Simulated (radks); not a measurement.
Species: Eu58+. Configuration: [He] 2s2 2p1.

All-electron calculation, non-relativistic Kohn-Sham, TPSS, spin-polarised, spherical densities, point nucleus; open shells are filled with parallel spins first (spin-orbit coupling, left out, can overturn this in heavy ions); meta-GGA in the generalised Kohn-Sham scheme; relativity is left out, which matters for an element this heavy. Program: a radial shooting solver on a logarithmic mesh with Libxc functionals.

Energy parts (hartree):
part                       energy
total                  -5312.2160
kinetic                 5312.0650
electron-nucleus      -10767.7201
Hartree                  202.8891
exchange-correlation     -59.4500

Orbitals (lengths in bohr, moments of r in powers of bohr; r(90%) holds 90 % of the orbital's charge):
| orbital | occ. | eigenvalue (hartree) | r(90%) | <r> |
|---|---|---|---|---|
| 1s up | 1 | -1892.703 | 0.0426 | 0.02400 |
| 1s down | 1 | -1891.969 | 0.0426 | 0.02399 |
| 2s up | 1 | -450.2017 | 0.149 | 0.09795 |
| 2s down | 1 | -449.0143 | 0.149 | 0.09810 |
| 2p up | 1 | -443.9883 | 0.132 | 0.08244 |
| 2p down | 0 | -442.3463 | 0.132 | 0.08261 |

The highest occupied level is 2p up at -12081.5 eV. For comparison, the ionisation energy in NIST's Atomic Spectra Database is 13050 eV (theoretical). In exact Kohn-Sham theory the highest level is minus the ionisation energy, but local and semilocal functionals leave it too shallow, through self-interaction and a potential that decays too fast; potentials with the right tail come closer.
